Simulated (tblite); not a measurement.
Isomers of [C7H4NO]- (charge -1). Computed with GFN2-xTB (tblite): harmonic, unscaled wavenumbers at the GFN2-xTB geometry, gas phase. This tight-binding method is rough: wavenumbers can miss measured ones by several per cent, in bad cases by 10 to 20. One conformer each.

Electronic energies: GFN2-xTB at the same geometries; isomer energies are rough at this level and their order can be wrong.

```tsv
SMILES	electronic energy, lowest = 0 (kJ/mol)
N#Cc1cccc([O-])c1	0.0
C#Cc1ccncc1[O-]	95.2
C#Cc1cnccc1[O-]	74.9
```

Task: How do GFN2-xTB zero-point energies change the relative energies?

Result: 
```tsv
SMILES	ZPE (kJ/mol)	of it from modes above 1550 cm⁻¹	electronic (kJ/mol)	with ZPE, lowest = 0 (kJ/mol)	lowest mode (cm⁻¹)	rings
N#Cc1cccc([O-])c1	229.1	96.0	0.0	0.0	124	1
C#Cc1cnccc1[O-]	225.0	106.0	74.9	70.8	102	1
C#Cc1ccncc1[O-]	224.1	96.6	95.2	90.2	98	1
```

The zero-point energies span 5.0 kJ/mol, from `C#Cc1ccncc1[O-]` to `N#Cc1cccc([O-])c1`. The order is unchanged.

Task: What do entropy and thermal enthalpy add at 298.15 K and 1 bar (rigid rotor, harmonic oscillator, one conformer each)?

Result: 
| SMILES | point group | symmetry number | S (J/(mol K)) | H − H(0) (kJ/mol) | ZPE + H − H(0) − TS (kJ/mol) |
| --- | --- | --- | --- | --- | --- |
| N#Cc1cccc([O-])c1 | Cs | 1 | 353.4 | 21.56 | 145.3 |
| C#Cc1cnccc1[O-] | Cs | 1 | 359.0 | 22.53 | 140.5 |
| C#Cc1ccncc1[O-] | Cs | 1 | 359.4 | 22.59 | 139.5 |
